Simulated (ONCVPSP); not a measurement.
cerium (Ce): one change to an ONCV potential, before and after

ONCVPSP 4.0.1 input, shortened (lines: element, Z, core and valence counts, functional; n l f; lmax; l rc ep ncon nbas qcut; lloc lpopt rc5 dvloc0; l nproj debl; icmod fcfact rcfact), PBE, scalar-relativistic:

```
  Ce 58.00   11    3        4      upf
    1    0    2.00
    2    0    2.00
    2    1    6.00
    3    0    2.00
    3    1    6.00
    3    2   10.00
    4    0    2.00
    4    1    6.00
    4    2   10.00
    5    0    2.00
    5    1    6.00
    4    3    1.00
    5    2    1.00
    6    0    2.00
    3
    0    3.50    0.00    4    7    1.60
    1    3.75    0.22    4    7    2.30
    2    4.00    0.00    3    8    3.20
    3    1.00    0.00    5   10   17.80
    4    2    0.95    4.00
    0    3    3.30
    1    3    1.90
    2    3    3.70
    3    2    2.90
    3    1.50    1.75
```

In the p channel the program set the typed energies aside and used 0.050, 1.950, 3.850 Ha.

All-electron outer shells of the reference configuration (PBE, scalar-relativistic, ld1.x):

```tsv
shell	level (eV)	outermost node (bohr)	outermost maximum (bohr)
5p	-23.22	0.81	1.55
4f	-5.38	–	0.71
6s	-3.74	1.82	3.72
5d	-3.06	0.92	2.15
```

Change: core correction Teter function, fcfact 1.5, rcfact 2.02.

Cutoffs: the cutoffs (Ha) at which the residual kinetic energy of the hardest occupied pseudo-wave falls to 1 and 0.1 mHa per electron; they do not see the model core or the augmentation charge, which bear on the density cutoff. Errors are all-electron minus pseudo energies relative to the spin-unpolarised reference configuration.

Q: What does the change do?

A: The potential gets neither clearly harder nor softer (129 Ha and 143 Ha → 129 Ha and 143 Ha); both files keep a bound ghost (s); of the 3 tests that both files solve, the error grows in 3 and shrinks in 0 by more than 15 % and 0.3 meV (median size 99.0 → 440.8 meV). A model core, the more so a compact one, raises the density cutoff, which this test does not measure.

```csv
quantity,base,changed
"cutoff, loose",129 Ha,129 Ha
"cutoff, tight",143 Ha,143 Ha
bound ghosts,s,s
GHOST(+) flags under 300 eV,"p at 3.2 eV, d at 98.8 eV, p at 122.0 eV, s at 158.2 eV, d at 219.9 eV","p at 3.2 eV, d at 98.8 eV, p at 122.0 eV, s at 158.2 eV, d at 219.9 eV"
"tests counted as reliable (solved cleanly; for ONCVPSP, near-neutral configurations with less than one 5d electron left out)",3 of 4,3 of 4
"error for 4f1 5d1 6s1, meV [ΔE 6.07 eV]",-75,-116
"error for 4f1 5d1 6s0, meV [ΔE 17.15 eV]",-335,-539
"error for 4f1 5d0 6s0, meV [ΔE 36.33 eV]",-99,-441
s: phases at 3.55 bohr within 0.05 rad from the reference energy up to (Ha; the scan ends near 5),1.4,1.4
p: phases at 3.81 bohr within 0.05 rad from the reference energy up to (Ha; the scan ends near 5),0.1,0.1
d: phases at 4.07 bohr within 0.05 rad from the reference energy up to (Ha; the scan ends near 5),-0.1,-0.1
f: phases at 1.02 bohr within 0.05 rad from the reference energy up to (Ha; the scan ends near 5),to the end of the scan,to the end of the scan
"rms error of d²Exc/dni dnj with the model core, mHa",45.88,45.74
```

 A true bound ghost makes a file unfit for plane-wave use even where its test errors are small: the radial tests pick states by their node count and pass the ghost by.
